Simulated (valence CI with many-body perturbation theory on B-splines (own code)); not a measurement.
Values are calculated unless marked as measured or tabulated.
Pt70+: what each term of the Hamiltonian does

Level of theory: configuration interaction combined with many-body perturbation theory (CI+MBPT): six valence electrons over a frozen Dirac-Fock core [He], radial functions for each j: 9 s, 9 p, 8 d, 6 f, 3 g, 1 h, with the one-electron correlation potential Σ1, the two-electron term Σ2, the three-electron term Σ3, Breit, model QED; selected CI, second order for the rest, scaled by the run's own slope (own B-spline code, finite nucleus).

The last digits are not significant, and no measured levels were compared; by estimate large intervals hold to a few tenths of a per cent, small ones and those within an open d or f shell to about a per cent. Among the levels kept, up to 1900 cm⁻¹ of a level comes from second order outside the variational space, and about a tenth of that is noise between levels of different J, which matters for small intervals.

Each rung adds one term. CI alone is the Dirac-Coulomb CI over the frozen core; QED comes last and gives the full result, which names the levels. Energies are above (2s^2 2p1/2^2 2p3/2^2) J=2 on the same rung, in eV.

Levels are named by their leading jj configuration (3d3/2^4 stands for four electrons in 3d with j = 3/2), which in mixed levels can hold well under half, so a name can repeat and another be missing.

| Level | CI alone |
| --- | --- |
| (2s^2 2p1/2^2 2p3/2^2) J=0 | 56 |
| (2s^2 2p1/2 2p3/2^3) J=1 | 1803 |
| (2s^2 2p1/2 2p3/2^3) J=2 | 1831 |
| (2s 2p1/2^2 2p3/2^3) J=2 | 2254 |
| (2s 2p1/2^2 2p3/2^3) J=1 | 2341 |
| (2s^2 2p3/2^4) J=0 | 3656 |
| (2s 2p1/2 2p3/2^4) J=0 | 4069 |
| (2s 2p1/2 2p3/2^4) J=1 | 4114 |
| (2p1/2^2 2p3/2^4) J=0 | 4633 |
| (2s^2 2p1/2^2 2p3/2 3s) J=2 | 9626 |
| (2s^2 2p1/2^2 2p3/2 3s) J=1 | 9635 |
| (2s^2 2p1/2^2 2p3/2 3p1/2) J=1 | 9758 |
| (2s^2 2p1/2^2 2p3/2 3p1/2) J=2 | 9761 |
| (2s^2 2p1/2^2 2p3/2 3p3/2) J=3 | 10279 |
| (2s^2 2p1/2^2 2p3/2 3p3/2) J=1 | 10279 |
| (2s^2 2p1/2^2 2p3/2 3p3/2) J=2 | 10309 |

(1) What do these energies become with core correlation, Breit and QED?

(2) How does the ionisation energy move along the ladder, and which term matters most?

## Answers

(1) (2s^2 2p1/2^2 2p3/2^2) J=0 66 (+10.2); (2s^2 2p1/2 2p3/2^3) J=1 1787 (-15.3); (2s^2 2p1/2 2p3/2^3) J=2 1806 (-24.7); (2s 2p1/2^2 2p3/2^3) J=2 2230 (-23.9); (2s 2p1/2^2 2p3/2^3) J=1 2320 (-20.7); (2s^2 2p3/2^4) J=0 3623 (-33.6); (2s 2p1/2 2p3/2^4) J=0 4030 (-38.7); (2s 2p1/2 2p3/2^4) J=1 4070 (-44.4); (2p1/2^2 2p3/2^4) J=0 4590 (-42.1); (2s^2 2p1/2^2 2p3/2 3s) J=2 9618 (-8.5); (2s^2 2p1/2^2 2p3/2 3s) J=1 9628 (-8.0); (2s^2 2p1/2^2 2p3/2 3p1/2) J=1 9751 (-6.9); (2s^2 2p1/2^2 2p3/2 3p1/2) J=2 9752 (-9.6); (2s^2 2p1/2^2 2p3/2 3p3/2) J=3 10263 (-16.1); (2s^2 2p1/2^2 2p3/2 3p3/2) J=1 10263 (-15.2); (2s^2 2p1/2^2 2p3/2 3p3/2) J=2 10294 (-14.7).

(2) CI alone 18300, + Σ1 18300, + Σ2 18301, + Σ3 18300, + Breit 18282, + QED 18279 eV. The largest step is Breit, -19 eV. NIST lists 18280 ± 60 eV (theoretical).
